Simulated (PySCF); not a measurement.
Löwdin shares of the frontier orbitals

Species: C3H4F6Ge.
Numbering: `[F:1][C:2]([F:3])([F:4])[CH2:5][GeH2:6][C:7]([F:8])([F:9])[F:10]` (hydrogens: H11, H12 on C5; H13, H14 on Ge6)

Cartesian coordinates in Å at the PBE0-D3(BJ)/def2-SVP level; atoms count from 1:
```
atom  x, y, z in Å
F1     2.5563   -0.5010   -0.8945
C2     2.1563   -0.0993    0.3204
F3     3.0638    0.7722    0.7672
F4     2.2016   -1.1689    1.1245
C5     0.7813    0.4985    0.2745
Ge6   -0.5836   -0.6939   -0.4750
C7    -2.2908    0.2868   -0.1611
F8    -2.5142    0.4489    1.1520
F9    -3.3488   -0.3488   -0.6744
F10   -2.2535    1.5121   -0.7062
H11    0.4845    0.7721    1.2973
H12    0.8165    1.4187   -0.3258
H13   -0.4174   -0.8878   -1.9848
H14   -0.6594   -2.0236    0.2806
```

Computed with TDDFT CAM-B3LYP/def2-SVPD, vertical, gas phase, core orbitals frozen in the response (PySCF). The CAM-B3LYP/def2-SVPD calculation is non-relativistic and has no spin–orbit coupling, an omission that weighs most on germanium.

Kohn–Sham orbitals with the atoms that hold most of them (Löwdin shares over 4%, at most four atoms; ? is withheld):

| orbital | ε (eV) | atoms |
| --- | --- | --- |
| HOMO-3 | -13.07 | C5 24%, F1 22%, F4 20%, C2 14% |
| HOMO-2 | -11.77 | Ge6 39%, H13 24%, H14 22%, C5 6% |
| HOMO-1 | -11.58 | C5 32%, Ge6 28%, H14 10%, H13 8% |
| HOMO | -11.08 | ? |
| LUMO | ? | ? |
| LUMO+1 | 0.88 | Ge6 27%, C5 12%, H14 11%, H13 11% |
| LUMO+2 | 1.37 | Ge6 34%, H13 12%, H14 11%, C7 8% |

(1) Give the leading atoms of the HOMO.

(2) Which atoms hold the LUMO, and with what shares?

(3) What is the LUMO energy, and the HOMO–LUMO gap?

## Answers

(1) C7 (bonded to 3 F and Ge) 23%; Ge6 (bonded to 2 C and 2 H) 21%; F9 (bonded to C) 14%; F8 (bonded to C) 12%. By element: fluorine 26% or more, carbon 23% or more, germanium 21%.

(2) Ge6 (bonded to 2 C and 2 H) 39%; H13 (bonded to Ge) 10%; H14 (bonded to Ge) 8%; C5 (bonded to C, Ge and 2 H) 8%. By element: germanium 39%, hydrogen 18% or more, carbon 8% or more.

(3) ε(LUMO) = 0.76 eV; the gap is 11.84 eV (0.4350 hartree).

The HOMO–LUMO gap is 11.84 eV. Where does the response calculation put the lowest singlet, and from which orbitals?

S1 is at 8.88 eV (f = 0.017), 2.96 eV below the gap, made of HOMO→LUMO (61%), HOMO→LUMO+2 (12%). 

One configuration dominates each of S2, S3 and S5. Which, and how do the shares of the two leading atoms of either orbital change from the occupied to the empty one?

- S2 (8.93 eV, f 0.0012), HOMO→LUMO+1 (74%): C7 23% → at most 12%, Ge6 21% → 27%, C5 at most 13% → 12%
- S3 (9.08 eV, f 0.0090), HOMO-2→LUMO+1 (74%): Ge6 39% → 27%, H13 24% → 11%, C5 6% → 12%
- S5 (9.33 eV, f 0.013), HOMO-1→LUMO (81%): C5 32% → 8%, Ge6 28% → 39%, H13 8% → 10%

Löwdin shares depend on the basis, the more so with diffuse functions.

One conformer stands for the species.

Without π bonds the low states are Rydberg-like; a valence basis with one diffuse set may place them up to an eV too high.
